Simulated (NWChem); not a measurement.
C$_{2}$H$_{4}$CuN; SMILES [CuH]<-[C-]#[N+]C

Program: NWChem. Medium grid unless said otherwise, to which SCAN and Minnesota functionals are sensitive. All runs use the structure optimised with PBE0/def2-SVP. B3LYP is NWChem's, with the RPA form of VWN correlation. Total energies of different functionals are on different scales.

| level | energy (Ha) | highest occupied level (eV) | orbital gap (eV) | dipole (D) |
|---|---|---|---|---|
| B3LYP/def2-SVP | -1773.5692 | (withheld) | 4.70 | (withheld) |
| PBE/def2-SVP | -1773.1041 | -4.72 | 3.12 | 7.72 |
| B97-2/def2-SVP | -1773.8590 | -5.47 | 4.71 | 8.30 |
| PBE0/def2-SVP | -1773.1085 | -5.72 | 5.03 | 8.35 |
| B97-D/def2-SVP | -1774.1959 | -4.67 | 3.11 | 7.86 |
| TPSS/def2-SVP | -1773.5833 | -4.71 | 3.26 | 7.78 |
| PW6B95/def2-SVP | -1774.5312 | -5.81 | 5.21 | 8.40 |
| revPBE/def2-SVP | -1773.3839 | -4.65 | 3.12 | 7.71 |
| r2SCAN/def2-SVP | -1773.4263 | -4.82 | 3.38 | 7.85 |

Q: Some entries are withheld; supply them.

A: 
- B3LYP/def2-SVP, highest occupied level (eV): -5.59
- B3LYP/def2-SVP, dipole (D): 8.23
